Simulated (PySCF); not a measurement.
Gas-phase reaction: SnH4 + SnH2Cl2 = 2 SnHCl + 4 H

Method: PySCF energies plus ideal-gas RRHO corrections (1 bar). † marks an energy on the PBE0/def2-TZVP geometry and frequencies; other levels use their own. MP2 freezes the core. Open shells (unrestricted): H (multiplicity 2); the rest are closed-shell singlets. B3LYP is the form with VWN-RPA correlation. Sn: scalar-relativistic def2 core potential, no spin-orbit coupling. SnH2Cl2, SnHCl: computed as isolated molecules; such fragments, hydroxides, amides, oligomers or adducts are transient or little studied in the gas. MP2 isn't extrapolated to the basis-set limit.

PBE/def2-SVP gives ΔH°(298 K) = 873 kJ.

Q: What do B3LYP/def2-TZVP†, BLYP/def2-TZVP†, MP2/def2-TZVPP† give?

A: B3LYP/def2-TZVP†: 900 kJ; BLYP/def2-TZVP†: 857 kJ; MP2/def2-TZVPP†: 895 kJ. For scale, ΔH°(298 K) is 873 kJ at this level, 940 kJ at ωB97M-V/def2-TZVP†, and runs from 734 to 1024 kJ over the 18 levels computed († marks an energy on the PBE0/def2-TZVP geometry).
